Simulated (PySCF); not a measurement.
Zn(F)(NMe2) (C₂H₆FNZn), SMILES [N](C)(C)[Zn][F]. Atoms are numbered in the order given.

```xyz
11

Zn    -0.6981     0.0018     0.0000
F     -2.4416     0.0174     0.0000
N      1.1087    -0.1620     0.0000
C      1.8779     0.0362    -1.2071
C      1.8779     0.0362     1.2071
H      2.7472    -0.6538    -1.2413
H      2.2899     1.0654    -1.3107
H      1.2739    -0.1667    -2.1069
H      2.2899     1.0654     1.3107
H      2.7472    -0.6538     1.2413
H      1.2739    -0.1667     2.1069
```
Charge 0, spin multiplicity 1.

The structure is a stationary point at B3LYP-D3(BJ)/def2-SVP. The structure was generated by enumeration; whether it is a known compound was not checked. One conformer was computed; it need not be the lowest.

All values below come from PBE/def2-TZVP (PySCF).

ESP charges are fitted to the potential on shells at 1.4 to 2.0 van der Waals radii. Atomic charges (e):

```json
[
 {"atom": "Zn1", "Mulliken": "0.41", "Löwdin": "0.45", "IAO": "1.37", "ESP fit": "0.83"},
 {"atom": "F2", "Mulliken": "-0.43", "Löwdin": "-0.28", "IAO": "-0.77", "ESP fit": "-0.50"},
 {"atom": "N3", "Mulliken": "-0.12", "Löwdin": "-0.14", "IAO": "-0.73", "ESP fit": "-0.33"},
 {"atom": "C4", "Mulliken": "-0.28", "Löwdin": "-0.36", "IAO": "-0.31", "ESP fit": "-0.52"},
 {"atom": "C5", "Mulliken": "-0.28", "Löwdin": "-0.36", "IAO": "-0.31", "ESP fit": "-0.52"},
 {"atom": "H6", "Mulliken": "0.11", "Löwdin": "0.11", "IAO": "0.13", "ESP fit": "0.19"},
 {"atom": "H7", "Mulliken": "0.11", "Löwdin": "0.11", "IAO": "0.11", "ESP fit": "0.16"},
 {"atom": "H8", "Mulliken": "0.12", "Löwdin": "0.12", "IAO": "0.14", "ESP fit": "0.17"},
 {"atom": "H9", "Mulliken": "0.11", "Löwdin": "0.11", "IAO": "0.11", "ESP fit": "0.16"},
 {"atom": "H10", "Mulliken": "0.11", "Löwdin": "0.11", "IAO": "0.13", "ESP fit": "0.19"},
 {"atom": "H11", "Mulliken": "0.12", "Löwdin": "0.12", "IAO": "0.14", "ESP fit": "0.17"}
]
```
